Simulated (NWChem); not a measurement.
Species: CH₅FOSi₂; SMILES C([SiH2][SiH2]F)=O

```xyz
10

O      0.9981    -2.3325     0.5046
C      0.5238    -1.8009    -0.4662
Si    -0.9709    -0.5765    -0.2973
Si    -0.1649     1.4582     0.5530
F      0.8975     2.0687    -0.5251
H      0.9575    -1.9894    -1.4878
H     -1.6269    -0.3661    -1.6248
H     -1.9432    -1.1608     0.6744
H      0.5466     1.2446     1.8452
H     -1.2644     2.4503     0.7337
```
Atoms are numbered in this order, from 1.

Level: PBE0/def2-SVP (NWChem), optimised geometry, unscaled harmonic frequencies. 

List the harmonic frequencies with IR intensities, and the thermochemistry.


| frequency (cm⁻¹) | IR intensity (km/mol) |
|---|---|
| 35 | 5.9 |
| 43 | 4.3 |
| 103 | 2.5 |
| 179 | 6.6 |
| 292 | 15.4 |
| 410 | 19.4 |
| 421 | 6.2 |
| 533 | 10.5 |
| 596 | 18.9 |
| 685 | 48.0 |
| 735 | 43.1 |
| 768 | 22.3 |
| 849 | 103.1 |
| 873 | 258.7 |
| 912 | 38.8 |
| 917 | 52.4 |
| 946 | 100.7 |
| 1381 | 29.4 |
| 1821 | 158.0 |
| 2223 | 58.7 |
| 2239 | 49.9 |
| 2245 | 99.3 |
| 2257 | 110.3 |
| 2858 | 144.5 |

```json
{
  "zero_point_energy": "34.8 kcal/mol",
  "thermal correction to the enthalpy at 298.15 K (with zero-point energy)": "40.3 kcal/mol",
  "heat capacity Cv": "25.5 cal/(mol K)",
  "entropy at 298.15 K and 1 atm (symmetry number 1)": "90.0 cal/(mol K)",
  "dipole_moment": "1.88 D"
}
```

Rigid rotor and harmonic oscillator; modes under 100 cm⁻¹ make the entropy uncertain.
